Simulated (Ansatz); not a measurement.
Basis-set extrapolation for `O=[C]1O[CH](F)[AlH]1` (PBE0-D4/def2-TZVP geometry, frozen core, the Gaussian-basis code of Ansatz). Multiplicity 1, RHF reference.

|  | def2-TZVPP | def2-QZVPP |
| --- | --- | --- |
| HF | -568.075285 | -568.096612 |
| MP2 correlation | -1.091125 | -1.178998 |
| CCSD(T) correlation | -1.150859 | not run |

Energies in hartree. Use E(X) = E(∞) + A·exp(−7.88·√X) for Hartree–Fock and E(X) = E(∞) + B·X^(−2.97) for correlation, with X = 3 and 4, and add CCSD(T) minus MP2 of the smaller set to the MP2 limit.

What is the CCSD(T) energy at the basis-set limit?

HF limit: -568.096612 + (-0.021327) × 0.13774 = -568.09955. MP2 limit: -1.178998 + (-0.087873) × 0.74074 = -1.24409. Higher-order term: -1.150859 − (-1.091125) = -0.05973. Total: -569.40337 hartree, 465.3 kJ/mol below CCSD(T)/def2-TZVPP.
